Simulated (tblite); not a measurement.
Compound: C7H13B.
Z-matrix (Å and degrees, GFN2-xTB geometry), rows numbered from 1:
```
B 
C   1  1.5676
C   2  1.5280  1  117.15
C   3  1.5328  2  113.92  1   174.87
C   4  1.5282  3  103.74  2   162.35
C   5  1.5066  4  104.39  3   -32.45
C   6  1.3207  5  125.56  4  -166.60
C   6  1.5055  5  108.82  4    13.09
H   1  1.1691  2  121.23  3   -15.18
H   1  1.1699  2  119.24  3   167.16
H   2  1.0946  1  111.60  3  -126.50
H   2  1.0979  1  105.70  3   120.48
H   3  1.0948  2  109.20  1    53.29
H   4  1.0925  3  109.54  2    45.06
H   4  1.0900  3  112.56  2   -75.54
H   5  1.0936  4  110.20  3    84.76
H   5  1.0899  4  113.03  3  -154.64
H   7  1.0769  6  121.75  5  -179.34
H   7  1.0770  6  121.89  5     0.74
H   8  1.0898  3  112.72  2    82.83
H   8  1.0943  3  109.84  2   -37.06
```

Computed with GFN2-xTB (tblite): harmonic, unscaled wavenumbers at the GFN2-xTB geometry, gas phase. This tight-binding method is rough: wavenumbers can miss measured ones by several per cent, in bad cases by 10 to 20. Modes of hydrogen on boron can be 10 to 20 % off. One conformer, not necessarily the lowest.

Harmonic wavenumbers (cm⁻¹): 66.3, 87.8, 132.8, 146.8, 212.3, 324.5, 400.3, 411.7, 418.3, 525.5, 567.8, 593.6, 683.3, 793.0, 834.6, 857.2, 887.0, 889.8, 923.4, 941.8, 951.4, 969.4, 1018.4, 1037.3, 1064.2, 1122.1, 1126.2, 1143.2, 1180.1, 1198.4, 1219.6, 1248.0, 1257.5, 1264.5, 1288.0, 1314.2, 1320.2, 1354.9, 1417.7, 1446.3, 1468.4, 1469.6, 1496.6, 1740.6, 2638.8, 2670.8, 2906.9, 2934.2, 2942.6, 2947.3, 2952.8, 2972.8, 2994.6, 2998.0, 2999.7, 3101.6, 3123.6.

A = 4174, B = 1303, C = 1051 MHz; mass 108.111 u (most abundant isotopes); point group C1, symmetry number 1.

Q: Zero-point energy?

A: Half the sum of the wavenumbers: 39499 cm⁻¹ = 112.93 kcal/mol.

Q: What is S at 298.15 K and 1 bar for an ideal gas of classical rigid rotors and harmonic oscillators?

A: Translation 39.98, rotation 28.42, vibration 23.69: S = 92.1 cal/(mol K).

Q: And Cp and H(298.15 K) − H(0)?

A: Cp = 36.24 cal/(mol K), of which vibrations give 28.29 (their classical limit is 57 R = 113.3); H(298.15 K) − H(0) = 6.27 kcal/mol without the zero-point energy, 3.90 from vibrations.

Q: Blend soft modes into free rotors: weight 1/[1 + (100 cm⁻¹/ν̃)⁴] for the oscillator and the rest for a rotor with moment μB/(μ + B), μ = h/(8π²ν), B = 10⁻⁴⁴ kg m². What vibrational entropy results?

A: 22.29 cal/(mol K) in place of 23.69, which changes −T·S at 298.15 K by +0.42 kcal/mol.

Q: How do the functions run with temperature in this model?

A: 
```
 T (K)  S (cal/(mol K))  Cp (cal/(mol K))  H − H(0) (kcal/mol)  G − H(0) (kcal/mol)  ln q(vib)
    50             56.2              12.0                 0.47                -2.34       0.28
   100             66.0              16.5                 1.19                -5.41       1.17
373.15            101.2              45.0                 9.32               -28.44       7.03
   500            116.2              58.2                15.89               -42.23      10.02
   750            143.6              76.7                32.92               -74.79      16.07
  1000            167.4              88.8                53.70              -113.74      21.97
```

q(vib) and H(0) count from the zero-point level.

Q: What must be added to the electronic energy to get the Gibbs energy at 298.15 K and 1 bar?

A: ZPE + [H(298.15 K) − H(0)] − T·S = 112.93 + 6.27 − 27.46 = 91.74 kcal/mol.

Q: Which modes carry the vibrational entropy at 298.15 K?

A: 66.3 cm⁻¹: 4.26; 87.8 cm⁻¹: 3.71; 132.8 cm⁻¹: 2.91; 146.8 cm⁻¹: 2.71; 212.3 cm⁻¹: 2.02; 324.5 cm⁻¹: 1.29 cal/(mol K); the other 51 give 6.79 together.

Hindered rotation and anharmonicity are outside this model. Other conformers, if any are populated, would add a mixing term that is left out. The structure is chiral; the term R ln 2 for an equal mix with its mirror image is left out.

Time: 0.54 s of wall time. Hardware: one thread, Intel Xeon 6975P-C (x86_64), shared host. This covers the Hessian and the dipole derivatives.
